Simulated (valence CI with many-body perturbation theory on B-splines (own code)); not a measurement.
Results of a calculation; reference values are marked as such.
**Level structure of Tm XLIX**

Level of theory: valence CI with perturbative core correlation (CI+MBPT): three valence electrons over a frozen Dirac-Fock core [Ar], a basis of 7 s, 7 p, 8 d, 6 f, 4 g, 1 h functions for each j, with the one-electron correlation potential Σ1, the two-electron term Σ2, the three-electron term Σ3, Breit, model QED; selected CI, second order for the rest, scaled by the run's own slope (own B-spline code, finite nucleus).

No measured spectrum was set against this ion. As an estimate, large intervals hold to a few tenths of a per cent, small ones and those within an open d or f shell to about a per cent. Only levels of the ground parity were solved; by the run's estimate the other parity begins above the list, which can be wrong where configurations are misplaced.

Levels 1 to 19 of 19, with energies above the lowest level, (3d3/2^3) J=3/2. "Leading %" is the weight of the configuration and term that name the level; weights of strongly mixed levels are sums over their largest components and can fall short, so below about 35 % the name and the second component can differ from the true leading terms, or belong to a minority configuration. In the jj column 3d3/2^4 stands for four electrons in 3d with j = 3/2.

```csv
No.,Configuration,Term,J,E (eV),Leading %,Leading jj,g
1,3d³,⁴F,3/2,0.00,47,3d3/2^3 (98 %),0.702
2,3d³,⁴F,5/2,45.37,83,3d3/2^2 3d5/2 (99 %),1.050
3,3d³,⁴P,3/2,51.36,39,3d3/2^2 3d5/2 (98 %),1.181
4,3d³,²G,7/2,54.45,48,3d3/2^2 3d5/2 (96 %),1.043
5,3d³,²H,9/2,54.76,44,3d3/2^2 3d5/2 (99 %),1.041
6,3d³,⁴P,1/2,56.16,58,3d3/2^2 3d5/2 (100 %),1.824
7,3d³,²D,5/2,76.65,40,3d3/2^2 3d5/2 (93 %),1.267
8,3d³,⁴F,7/2,98.98,63,3d3/2 3d5/2^2 (98 %),1.106
9,3d³,⁴F,9/2,102.99,52,3d3/2 3d5/2^2 (97 %),1.131
10,3d³,⁴P,3/2,107.73,41,3d3/2 3d5/2^2 (99 %),1.115
11,3d³,²P,1/2,110.38,58,3d3/2 3d5/2^2 (100 %),1.494
12,3d³,²H,11/2,111.90,100,3d3/2 3d5/2^2 (100 %),1.081
13,3d³,²D,5/2,112.44,45,3d3/2 3d5/2^2 (93 %),1.262
14,3d³,²F,5/2,119.56,43,3d3/2 3d5/2^2 (97 %),1.101
15,3d³,²F,7/2,120.61,81,3d3/2 3d5/2^2 (98 %),1.090
16,3d³,²D,3/2,137.96,73,3d3/2 3d5/2^2 (92 %),0.917
17,3d³,²G,9/2,156.33,51,3d5/2^3 (98 %),1.152
18,3d³,²D,3/2,169.57,49,3d5/2^3 (93 %),1.101
19,3d³,²D,5/2,178.79,60,3d5/2^3 (96 %),1.157
```

The ionisation energy to 3d² ³F2 of the next ion comes out as 4200.3 eV (NIST: 4199 ± 4 eV (theoretical)). All 19 levels together are meant to be complete up to 185.95 eV.
